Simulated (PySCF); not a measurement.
C₂H₈SeSi, SMILES C[SiH](C)[SeH].

The structure is a stationary point at r2SCAN-D4/def2-SVP. One conformer was computed; it need not be the lowest.

Two levels are set side by side: TDA-PBE/def2-SVPD (PySCF) and TDA-CAM-B3LYP/def2-SVPD (PySCF). Vertical, same geometry. The lowest singlet is HOMO→LUMO 98 % with PBE and HOMO→LUMO 55 %, HOMO→LUMO+2 26 %, HOMO→LUMO+1 13 % with the other functional; states are paired by order. Differences are taken from unrounded values.

| quantity | TDA-CAM-B3LYP | TDA-PBE | TDA-PBE minus TDA-CAM-B3LYP |
|---|---|---|---|
| lowest singlet excitation (eV) | 5.33 | 5.06 | -0.27 |
| lowest triplet excitation (TDA) (eV) | 4.88 | 4.68 | -0.20 |
| first bright state (f over 0.05) (eV) | 5.90 | 6.78 | 0.88 |
| its oscillator strength | 0.05 | 0.06 | 0.01 |

A lower first singlet is the usual sign of a functional without exact exchange. Differences between two approximate levels are no errors against the true value.

Rough cost on one machine, each run with all the roots and properties that it gave: TDA-CAM-B3LYP against TDA-PBE about 6 times.
